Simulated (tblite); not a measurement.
Species: C4H13B2NS2.
Bonds: C1–S2, S2–B3, B3–B4, B4–S5, S5–C6, B4–N7, N7–C8, N7–C9. Hydrogens: H10, H11, H12 on C1; H13 on B3; H14, H15, H16 on C6; H17, H18, H19 on C8; H20, H21, H22 on C9.

Computed with GFN2-xTB (tblite), gas phase: L-BFGS steps from a force-field or distance-geometry start until the largest atomic force falls under 0.01 eV/Å.

Step 77: E = -737.7831 eV
```
atom  x, y, z in Å  |  force x, y, z in eV/Å
C1      3.0561   -0.7311    0.5456   -0.045  -0.079   0.111
S2      2.9357    0.1123   -1.0728    0.062   0.017  -0.002
B3      1.2528    0.5974   -1.2475    0.048  -0.014  -0.142
B4      0.0709    0.2150   -0.1659   -0.083   0.097  -0.068
S5      0.1215    1.0973    1.5275   -0.046   0.020   0.041
C6     -0.7448    2.6626    1.1353    0.087  -0.008  -0.019
N7     -0.9555   -0.6818   -0.3849   -0.014  -0.013   0.150
C8     -1.1655   -1.4013   -1.6233    0.040   0.036  -0.049
C9     -1.9482   -1.0538    0.6001   -0.031  -0.082   0.043
H10     2.5342   -1.6836    0.5298   -0.062   0.054  -0.107
H11     4.1072   -0.9077    0.7393    0.093   0.031  -0.036
H12     2.6421   -0.0957    1.3224   -0.044   0.023  -0.045
H13     1.0785    1.2092   -2.2415    0.039  -0.002   0.060
H14    -0.2529    3.4501    1.6997   -0.004  -0.034   0.002
H15    -0.6808    2.8779    0.0733    0.006  -0.071   0.008
H16    -1.7815    2.5831    1.4518   -0.005  -0.029  -0.059
H17    -1.1433   -2.4829   -1.4588    0.065   0.033   0.053
H18    -2.1473   -1.1505   -2.0377    0.026   0.021  -0.002
H19    -0.3990   -1.1329   -2.3453    0.029  -0.006  -0.014
H20    -2.9445   -0.9954    0.1524   -0.002   0.020   0.136
H21    -1.8742   -0.3879    1.4585   -0.078  -0.064  -0.034
H22    -1.7719   -2.0811    0.9401   -0.080   0.051  -0.028
```

Step 78: E = -737.7892 eV
```
atom  x, y, z in Å  |  force x, y, z in eV/Å
C1      3.0452   -0.7338    0.5363   -0.049  -0.040   0.070
S2      2.9319    0.1164   -1.0800    0.043   0.017  -0.022
B3      1.2487    0.6038   -1.2472    0.056   0.009  -0.133
B4      0.0762    0.2185   -0.1585   -0.095   0.049  -0.065
S5      0.1288    1.1043    1.5331   -0.022  -0.070   0.033
C6     -0.7418    2.6605    1.1339    0.062   0.001  -0.006
N7     -0.9424   -0.6873   -0.3776   -0.057  -0.017   0.208
C8     -1.1468   -1.4112   -1.6156    0.021   0.075   0.024
C9     -1.9490   -1.0488    0.5982   -0.105  -0.114   0.054
H10     2.5224   -1.6853    0.5135   -0.055   0.046  -0.101
H11     4.0959   -0.9085    0.7313    0.092   0.021  -0.014
H12     2.6250   -0.0976    1.3089   -0.028   0.006  -0.025
H13     1.0584    1.2242   -2.2331    0.075  -0.013   0.052
H14    -0.2586    3.4475    1.7041    0.008   0.016   0.008
H15    -0.6717    2.8752    0.0730    0.007  -0.051  -0.013
H16    -1.7791    2.5734    1.4442   -0.040  -0.017  -0.061
H17    -1.1248   -2.4914   -1.4446    0.041   0.033   0.037
H18    -2.1265   -1.1543   -2.0305    0.016  -0.020  -0.028
H19    -0.3788   -1.1462   -2.3355    0.060   0.006  -0.032
H20    -2.9436   -0.9604    0.1469    0.045  -0.002   0.125
H21    -1.8745   -0.3942    1.4654   -0.026  -0.052  -0.044
H22    -1.8052   -2.0852    0.9320   -0.051   0.116  -0.069
```

Step 79: E = -737.7944 eV
```
atom  x, y, z in Å  |  force x, y, z in eV/Å
C1      3.0334   -0.7330    0.5336   -0.032  -0.008  -0.015
S2      2.9296    0.1218   -1.0823    0.048   0.017  -0.029
B3      1.2467    0.6060   -1.2492    0.024   0.010  -0.073
B4      0.0794    0.2216   -0.1539   -0.068   0.007  -0.037
S5      0.1369    1.1056    1.5375   -0.004  -0.136   0.021
C6     -0.7367    2.6533    1.1294    0.029   0.011   0.020
N7     -0.9330   -0.6917   -0.3687   -0.059   0.007   0.167
C8     -1.1340   -1.4124   -1.6102    0.004   0.092   0.058
C9     -1.9483   -1.0472    0.5994   -0.100  -0.025   0.079
H10     2.5071   -1.6817    0.4976   -0.031   0.029  -0.068
H11     4.0849   -0.9052    0.7278    0.065  -0.002   0.018
H12     2.6069   -0.0973    1.3024   -0.016   0.000  -0.001
H13     1.0449    1.2271   -2.2291    0.091   0.014  -0.007
H14    -0.2597    3.4394    1.7041    0.011   0.066   0.001
H15    -0.6640    2.8653    0.0690    0.024  -0.030  -0.031
H16    -1.7747    2.5612    1.4341   -0.066  -0.009  -0.053
H17    -1.1086   -2.4919   -1.4384    0.016   0.015   0.021
H18    -2.1135   -1.1519   -2.0235    0.019  -0.052  -0.037
H19    -0.3666   -1.1471   -2.3306    0.064   0.018  -0.013
H20    -2.9381   -0.9387    0.1488   -0.042  -0.008   0.049
H21    -1.8766   -0.4003    1.4712    0.028  -0.016  -0.016
H22    -1.8265   -2.0834    0.9293   -0.004   0.002  -0.055
```

Question: Estimate the geometry and energy of step 80. (The exact step hangs on the optimiser's Hessian estimate; all steps are aligned on step 79, rigid shifts and turns removed.)

Answer: E = -737.7977 eV, largest force 0.160 eV/Å
```
atom  x, y, z in Å  |  force x, y, z in eV/Å
C1      3.0282   -0.7402    0.5207    0.003   0.029  -0.086
S2      2.9196    0.1192   -1.0944    0.022   0.049  -0.024
B3      1.2392    0.6198   -1.2493    0.016  -0.019   0.001
B4      0.0761    0.2310   -0.1477   -0.060  -0.052  -0.024
S5      0.1310    1.1128    1.5449    0.005  -0.160  -0.004
C6     -0.7384    2.6602    1.1331   -0.006   0.023   0.023
N7     -0.9221   -0.7008   -0.3562   -0.091   0.020   0.096
C8     -1.1093   -1.4285   -1.5979    0.003   0.079   0.053
C9     -1.9566   -1.0429    0.5982   -0.132  -0.028   0.045
H10     2.5013   -1.6870    0.4745   -0.027  -0.005  -0.035
H11     4.0835   -0.9098    0.7031    0.007  -0.012   0.048
H12     2.6017   -0.1086    1.2932    0.003  -0.009  -0.008
H13     1.0326    1.2517   -2.2192    0.096   0.022  -0.042
H14    -0.2689    3.4429    1.7193   -0.006   0.067  -0.021
H15    -0.6569    2.8765    0.0737    0.043  -0.023  -0.011
H16    -1.7804    2.5629    1.4241   -0.049   0.005  -0.047
H17    -1.0914   -2.5070   -1.4138    0.007   0.044   0.001
H18    -2.0834   -1.1663   -2.0265    0.061  -0.067  -0.019
H19    -0.3306   -1.1768   -2.3151    0.010   0.021   0.065
H20    -2.9428   -0.8927    0.1421    0.069  -0.040   0.081
H21    -1.8697   -0.4068    1.4771    0.019  -0.048  -0.007
H22    -1.8732   -2.0901    0.9146    0.008   0.104  -0.087
```

The energy changes by -0.0033 eV. The first-order estimate −F·Δx gives -0.0062 eV and the mean of the old and new forces, exact on a quadratic surface, -0.0032 eV. The step makes an angle of 82° with the force vector and moves no atom by more than 0.049 Å.

What follows is the cost of the whole relaxation. The run took 4.1 s of wall time on one thread, Arm Neoverse N1 (aarch64), shared host with 64 logical CPUs at a one-minute load of 61.
